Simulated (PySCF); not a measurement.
H8LiO4, charge +1, multiplicity 1. Atoms are numbered in the order given.

```xyz
13

Li     0.0006     0.0010    -0.0011
O      1.5867    -0.3819    -1.0122
H      1.8250     0.0403    -1.8496
H      2.3612    -0.9001    -0.7525
O      0.4642     0.3635     1.8260
H      1.2053     0.8773     2.1763
H      0.0599    -0.0664     2.5928
O     -0.8780     1.5350    -0.7488
H     -1.4430     1.5912    -1.5321
H     -0.9463     2.3980    -0.3163
O     -1.1729    -1.5167    -0.0638
H     -2.1236    -1.5572     0.1103
H     -0.9379    -2.3821    -0.4276
```
Charge +1, spin multiplicity 1.

The structure is a stationary point at B3LYP-D3(BJ)/def2-SVP. The isomer is the one that the SMILES or the coordinates give; other isomers of the formula were not compared.

Calculation: PBE0/pcSseg-1 in PySCF.

GIAO shieldings, no solvent; atoms alike by connectivity are averaged. δ = σ(ref) − σ: ¹⁷O against H2O (σ = 334.2 ppm); ¹H against TMS (σ = 31.56 ppm), references at their B3LYP-D3(BJ)/def2-TZVP geometries, non-relativistic.

Computed chemical shifts:
```
nucleus                              atoms  count  δ (ppm)
-------  ---------------------------------  -----  -------
¹⁷O                        O2, O5, O8, O11      4      6.8
¹H       H3, H4, H6, H7, H9, H10, H12, H13      8     2.61
```
